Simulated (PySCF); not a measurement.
## Substituent effects on chemical shifts

Parent skeleton `[SiH3:1][S:2][SiH3:3]`; one hydrogen on atom 1 is replaced by X. Hydrogens on one atom are averaged.

Computational details: GIAO PBE0/pcSseg-1 shieldings, geometry: PBE0-D3(BJ)/def2-SVP, in PySCF 2.14.0 with density-fitted response routines (one averaged value for each set of equivalent atoms, one conformer, gas phase, non-relativistic Hamiltonian).

Scale: $^{29}$Si (σ = 351.99 ppm), $^{1}$H (σ = 31.27 ppm) against TMS; $^{33}$S (σ = 495.66 ppm) against CS2 (reference shieldings calculated alike).

Parent (X = H): Si1 -44.1, S2 -388.2, Si3 -44.1, H(Si1) 4.64, H(Si3) 4.64 ppm. Effects are Δδ = δ(X) − δ(H), positive for deshielding.

(1) Give Δδ (ppm) for X = C2F5, CF=CF2, CH2OCH3.

(2) Which position responds most, and to which substituents?

Results:

(1) 
```tsv
X	SMILES	Si1	S2	Si3	H(Si1)	H(Si3)
C2F5	FC(F)(F)C(F)(F)[SiH2]S[SiH3]	+20.9	+34.1	+1.4	+0.32	+0.13
CF=CF2	FC(F)=C(F)[SiH2]S[SiH3]	+7.6	+68.8	-0.9	+0.48	+0.10
CH2OCH3	COC[SiH2]S[SiH3]	+20.4	+55.8	-4.0	+0.13	-0.04
```

(2) S2: from +34.1 ppm with C2F5 to +68.8 ppm with CF=CF2.
